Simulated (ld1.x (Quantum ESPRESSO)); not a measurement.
Before and after: RRKJ potential for Bi

bismuth (Bi), norm-conserving RRKJ (Kleinman–Bylander form), made with ld1.x (Quantum ESPRESSO) 7.5 (PBE, fully relativistic). Core [Xe] 4f14 5d10, reference 6s2 6p2.75 (charge +0.25). Waves: 6p (bound): rc 1.85 bohr; 6s (bound): rc 1.70 bohr. Local part: the s channel. Core correction: Bessel-smoothed model core inside 1.20 bohr.

Open shells are filled in proportion to 2j + 1 (rel_dist='average').

All-electron outer shells of the reference configuration (PBE, scalar-relativistic, ld1.x):

```json
{"shell": "5d", "level (eV)": "-28.97", "outermost node (bohr)": "0.51", "outermost maximum (bohr)": "1.03"}
{"shell": "6s", "level (eV)": "-16.27", "outermost node (bohr)": "0.98", "outermost maximum (bohr)": "1.86"}
{"shell": "6p", "level (eV)": "-6.19", "outermost node (bohr)": "1.14", "outermost maximum (bohr)": "2.44"}
```

Change: all radii but the core radius scaled by about 0.96 (s 1.64, p 1.78 bohr).

Cutoffs: the cutoffs (Ry, on a coarse ladder) from which the occupation-weighted sum of valence levels, in a spherical-Bessel basis at the reference potential, stays within 10 and 1 mRy of its value at 400 Ry; they do not see the model core or the augmentation charge, which bear on the density cutoff. Errors are all-electron minus pseudo energies relative to the spin-unpolarised reference configuration.

**Question.** What does the change do?

**Answer.** The potential gets harder (35 Ry and 60 Ry → 40 Ry and 80 Ry); a bound ghost appears in p, which as a rule spoils a file; the errors of the 7 common tests hardly move. A smaller radius makes the pseudo-wave follow the all-electron one further in, where it bends more sharply, so more plane waves are needed.

```tsv
quantity	base	changed
cutoff, loose	35 Ry	40 Ry
cutoff, tight	60 Ry	80 Ry
loose cutoff by channel (10 mRy a level)	p 30 Ry, s 25 Ry	p 35 Ry, s 25 Ry
bound ghosts	none	p3/2
error for 6s2 6p3, meV [ΔE -1.38 eV]	-0.3	-0.3
error for 6s2 6p2, meV [ΔE 6.68 eV]	-6.0	-6.0
error for 6s2 6p1, meV [ΔE 22.11 eV]	-61	-61
error for 6s2 6p2.5, meV [ΔE 1.79 eV]	-0.5	-0.5
error for 6s2 6p0, meV [ΔE 45.67 eV]	-244	-245
error for 6s1 6p0, meV [ΔE 91.06 eV]	-857	-865
error for 6s1 6p4, meV [ΔE 8.48 eV]	-21	-20
```

 A true bound ghost makes a file unfit for plane-wave use even where its test errors are small: the radial tests pick states by their node count and pass the ghost by.
